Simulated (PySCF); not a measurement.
Species: C₅H₅O₂S (doublet state).
Atom-mapped SMILES: `[CH:1]#[C:2][C:3]1[CH2:4][CH2:5][S:6]1(=[O:7])=[O:8]` (hydrogens: H9 on C1; H10, H11 on C4; H12, H13 on C5)

Cartesian coordinates in Å at the GFN2-xTB level; atoms count from 1:
```xyz
13
C5H5O2S angstrom
C      3.007   -0.028   -0.869
C      1.833   -0.064   -0.538
C      0.542   -0.028   -0.165
C     -0.506   -1.076    0.011
C     -1.670   -0.188    0.454
S     -0.577    1.291    0.326
O     -0.258    1.876    1.597
O     -0.944    2.173   -0.745
H      4.016   -0.016   -1.158
H     -0.706   -1.616   -0.919
H     -0.222   -1.818    0.764
H     -2.019   -0.362    1.466
H     -2.500   -0.143   -0.241
```

Method: PySCF 2.14.0, UKS B3LYP, pcH-1 on C H O S, non-relativistic, mean-field spin-orbit, GIAO. Isolated species at its GFN2-xTB geometry, gas phase. The geometry wasn't refined by DFT: couplings that depend on bond lengths, twists or pyramidal angles can differ widely from those at the functional's own minimum. Stability of the SCF solution: not tested.

The largest Mulliken spin populations are on C3 (+0.68), C1 (+0.53), C2 (-0.24) and C4 (-0.06). The angles at C3 add up to 360.0°, so it is planar.

Question: How do the β-proton couplings of this frozen conformer go with θ, the angle between the C–H bond and the normal to the plane of the spin centre's three neighbours, both seen down the bond from centre to carbon?

Answer: 
```json
{"β H": "H10", "on": "C4", "centre": "C3", "θ (°)": "30", "cos²θ": "0.75", "a (G)": "+30.98"}
{"β H": "H11", "on": "C4", "centre": "C3", "θ (°)": "30", "cos²θ": "0.76", "a (G)": "+31.18"}
```

Couplings in gauss use g_iso = 2.0023.

Hardware: one thread, Arm Neoverse V2 (aarch64), no GPU, shared host with 96 logical CPUs at a one-minute load of 21. Cost: 62 s (with the writing of density and orbital grids), 1.0 GiB resident at most.
